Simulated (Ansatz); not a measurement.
A structure relaxed at r2SCAN-D4/def2-TZVP in Ansatz, charge 0, singlet:

```tsv
atom	x (Å)	y (Å)	z (Å)
Cu1	0.817	0.903	0.443
Cu2	-0.974	-0.770	0.371
O3	0.157	-0.133	-0.814
```

Question: Give its formula and point group.

Answer: the cluster Cu₂O (the lowest singlet isomer of a short search). Point group C2v (tolerance 0.1 Å).

Question: Summarise the bond lengths by kind (pairs closer than 1.2 times the sum of covalent radii, bridged metal pairs left out).

Answer: 2 × Cu–O 1.76 Å.

The structure comes from a short search, and lower isomers may exist.
